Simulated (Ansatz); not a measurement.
Ti2H2. Charge 0, multiplicity 3. Geometry r2SCAN-D4/def2-TZVP; atoms count from 1.

```xyz
4

Ti   -0.898    0.335   -0.115
Ti    0.899   -0.336    0.103
H     2.540   -0.948    0.316
H    -2.541    0.949   -0.305
```

At PBE0-D4/def2-TZVP a singlet of charge 0 lies 0.53 eV below the triplet, each at its own geometry. The structure comes from a short search, and lower isomers may exist.

Problem. Estimate the Mulliken populations from the PBE0/def2-TZVP orbitals of Ansatz.

Solution. 
```json
{"atom": "Ti1", "charge (e)": "0.15", "spin (α − β)": "1.01", "d electrons": "2.90"}
{"atom": "Ti2", "charge (e)": "0.15", "spin (α − β)": "1.01", "d electrons": "2.90"}
{"atom": "H3", "charge (e)": "-0.15", "spin (α − β)": "-0.01", "d electrons": "–"}
{"atom": "H4", "charge (e)": "-0.15", "spin (α − β)": "-0.01", "d electrons": "–"}
```
Mulliken values and Mayer orders depend strongly on the basis.

Problem. Where does the spin sit?

Solution. Summed by element: Ti 2.03, H -0.03, of 2 unpaired in all. Largest on single atoms: Ti2 1.01, Ti1 1.01, H3 -0.01.

Problem. And the Mayer bond orders between bonded heavy atoms (over 0.3)?

Solution. Ti1–Ti2 3.02 (1.93 Å).
